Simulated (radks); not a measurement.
Results of a calculation; reference values are marked as such.
Problem. Ionisation of the magnesium ion Mg+, [Ne] 3s1, to Mg2+, [Ne], under several functionals. Dirac Kohn-Sham, spin-unpolarised, spherical densities, point nucleus; a radial shooting solver on a logarithmic mesh with Libxc functionals. The NIST Atomic Spectra Database gives 15.035 eV (measured). Rank these functionals by the error of their Delta-SCF ionisation energy: SOGGA; OLYP; PW91; exchange-only B88; XLYP.

Solution. From best to worst: PW91 15.070 eV (+0.034); OLYP 15.102 eV (+0.066); SOGGA 14.744 eV (-0.291); XLYP 15.330 eV (+0.295); exchange-only B88 14.448 eV (-0.587). Spin polarisation and multiplet splitting are left out, so open shells lie too high by an amount that depends on their filling.

Beside tabulated values, note that spin-unpolarised runs miss the spin-polarisation part of the exchange energy of open shells.
